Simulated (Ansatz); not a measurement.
InI₃, relaxed as a singlet with RKS PBE0-D4/def2-SVP in Ansatz, starting from the GFN2-xTB geometry. Force threshold 0.02 eV/Å.

In the def2 sets I, In take a core potential; there is no spin–orbit coupling.

Start:

Cartesian coordinates in Å:
```
In -0.001 -0.001 0.000
I -1.725 2.070 -0.178
I -0.715 -2.437 -0.920
I 2.440 0.368 1.098
```

Task: Estimate the energy that the relaxation releases and the steps that it takes.

Result: 0.03 eV, in 3 steps; 16 s on 2 threads of AMD EPYC 7R13 on a shared host. No frequencies were taken in this run, so the end may be a saddle point.

Task: Does the start keep its bonding and symmetry?

Result: By distances, no bond broke or formed. The bond that changes most is In1–I4, from 2.70 to 2.66 Å (atoms count from 1). Point group D3h at the start, D3h at the end, both within 0.05 Å.

Task: Predict the relaxed structure.

Result: 
```xyz
4

In   -0.0001   -0.0001    0.0000
I    -1.6973    2.0362   -0.1755
I    -0.7029   -2.3971   -0.9044
I     2.4003    0.3610    1.0798
```
Bond lengths: 3 × I–In 2.66 Å.
